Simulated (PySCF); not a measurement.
The vertical singlet excitations below were computed for one of the candidates. Computed with TDDFT wB97X-D/def2-SVPD, vertical, gas phase, core orbitals frozen in the response (PySCF 2.14.0, density-fitted response routines). Geometries: GFN2-xTB, one conformer each.

```csv
state,λ (nm),f
S1,223.1,0.0034
S2,213.6,0.194
S3,199.2,0.0020
S4,183.9,0.147
S5,182.1,0.0095
S6,178.8,0.010
S7,171.7,0.0026
S8,168.8,0.0032
```

Triplets computed (Tamm–Dancoff): 4.51, 5.28, 5.31 eV.

Orbital energies (eV): HOMO-3 -10.96, HOMO-2 -10.84, HOMO-1 -10.27, HOMO -8.70, LUMO 1.16, LUMO+1 1.53, LUMO+2 2.29.

Question: Which structure fits? All have the formula C5H7FSi.
A. `FCC1=CC=C[SiH2]1`
B. `C#C[C@@H]1C[SiH2][C@H]1F`
C. `C#C[Si@@H]1C[C@@H]1CF`
D. `C[Si@H]1C=CC(F)=C1`

Answer: C. Its S1 lies at 5.56 eV; the nearest of the others has S1 at 6.44 eV. S1 is HOMO→LUMO+1 (82%). Löwdin shares by element: HOMO carbon 51% or more, silicon 23% (atoms not listed hold the other 26%); LUMO carbon 52% or more, silicon 25% (atoms not listed hold the other 23%). At the same level the other candidates give, for their lowest levels:
- `FCC1=CC=C[SiH2]1`: 290 nm (f 0.082); 218 nm (f 0.000); 198 nm (f 0.003); 191 nm (f 0.003); 188 nm (f 0.003); T1 2.62 eV; HOMO -8.42, LUMO 0.16 eV
- `C[Si@H]1C=CC(F)=C1`: 276 nm (f 0.054); 212 nm (f 0.001); 188 nm (f 0.059); 185 nm (f 0.029); 181 nm (f 0.042); T1 2.82 eV; HOMO -8.60, LUMO 0.22 eV
- `C#C[C@@H]1C[SiH2][C@H]1F`: 192 nm (f 0.009); 184 nm (f 0.048); 183 nm (f 0.002); 176 nm (f 0.027); 167 nm (f 0.114); T1 5.52 eV; HOMO -9.46, LUMO 1.42 eV

Conformer computed: `[CH:1]#[C:2][Si@@H:3]1[CH2:4][C@@H:5]1[CH2:6][F:7]`: C4–C5–C6–F7 -162°.
